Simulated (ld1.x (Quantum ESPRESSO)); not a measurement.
Os, RRKJ: configuration errors across variants

- Element: Os
- Generator: ld1.x (Quantum ESPRESSO) 7.5
- Type: norm-conserving RRKJ (Kleinman–Bylander form)
- Functional: LDA (PZ)
- Relativity: fully relativistic
- Frozen core: [Xe] 4f14
- Valence charge: 8
- Reference configuration: 5d6 6s0 6p0 (charge +2)
- Partial waves: 6p (bound, empty): rc 2.25 bohr; 5d (bound): rc 2.45 bohr; 6s (bound, empty): rc 2.55 bohr
- Local potential: the s channel
- Core correction: a·sin(br)/r model core, default radius (core density twice the valence density)
- rho0: 0.02

Open shells are filled in proportion to 2j + 1 (rel_dist='average').

All-electron excitation energies from the reference (eV): (1) 5d6 6s2 6p0 -27.154; (2) 5d6 6s1 6p0 -17.285; (3) 5d5 6s0 6p0 29.149; (4) 5d6 6s0 6p1 -11.110; (5) 5d7 6s0 6p0 -17.759; (6) 5d7 6s1 6p0 -26.808; (7) 5d5 6s2 6p1 -21.060.

A true bound ghost makes a file unfit for plane-wave use even where its test errors are small: the radial tests pick states by their node count and pass the ghost by.

Errors AE − PS in meV (a dash: test not solved or not reliable):

| change | (1) | (2) | (3) | (4) | (5) | (6) | (7) | bound ghosts |
| --- | --- | --- | --- | --- | --- | --- | --- | --- |
| base | -25 | -9.4 | -101 | -0.8 | -64 | -58 | -93 | p3/2 |
| wave 5d (bound): rc 2.45 bohr becomes 5d (bound): rc 1.66 bohr | -30 | -10 | -129 | -1.4 | -73 | -55 | -153 | p3/2 |
| wave 5d (bound): rc 2.45 bohr becomes 5d (bound): rc 2.06 bohr | -29 | -10 | -125 | -1.2 | -72 | -55 | -143 | p3/2 |
| wave 5d (bound): rc 2.45 bohr becomes 5d (bound): rc 2.34 bohr | -26 | -9.5 | -112 | -1.0 | -68 | -57 | -114 | p3/2 |
| wave 5d (bound): rc 2.45 bohr becomes 5d (bound): rc 2.56 bohr | -25 | -9.7 | -85 | -0.7 | -59 | -60 | -67 | p3/2 |
| wave 5d (bound): rc 2.45 bohr becomes 5d (bound): rc 2.96 bohr | -41 | -17 | +8.0 | -1.8 | -21 | -66 | +34 | p3/2 |
| wave 5d (bound): rc 2.45 bohr becomes 5d (bound): rc 3.18 bohr | -71 | -28 | +90 | -4.9 | +19 | -64 | +78 | p3/2 |
| wave 5d (bound): rc 2.45 bohr becomes 5d (bound): rc 3.46 bohr | -124 | -47 | +203 | -12 | +80 | -51 | +94 | p3/2 |
| wave 5d (bound): rc 2.45 bohr becomes 5d (bound): rc 3.60 bohr | -148 | -55 | +248 | -16 | +107 | -43 | +90 | p3/2 |

(1) Give the same row for: wave 5d (bound): rc 2.45 bohr becomes 5d (bound): rc 1.92 bohr.

## Answers

(1) -30, -10, -128, -1.4, -73, -55, -150; bound ghosts: p3/2.
